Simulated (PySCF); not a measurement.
HN2, SMILES [N][NH] (connectivity only; charge and spin as stated), neutral, multiplicity 2. Geometry optimised at PBE0-D3(BJ)/def2-TZVPD.

The numbers are results of PBE0-D3(BJ)/def2-TZVPD (PySCF), not measurements.

Harmonic wavenumbers (cm⁻¹): 1115, 1916, 2833. Rotational constants (GHz): 667.1, 47.19, 44.08; symmetry number 1.

Q: Work out the zero-point energy and the ideal-gas rigid-rotor harmonic-oscillator thermochemistry at 298.15 K and 1 atm.

A: ZPE = ½ Σ hcν = ½ × 5863 cm⁻¹ = 8.38 kcal/mol. H − E(el) = 10.77 kcal/mol. Entropy in cal/(mol K): translation 36.03, rotation 16.10, vibration 0.06, spin 1.38, total 53.57. G − E(el) = -5.20 kcal/mol. Cp = 8.23 cal/(mol K).
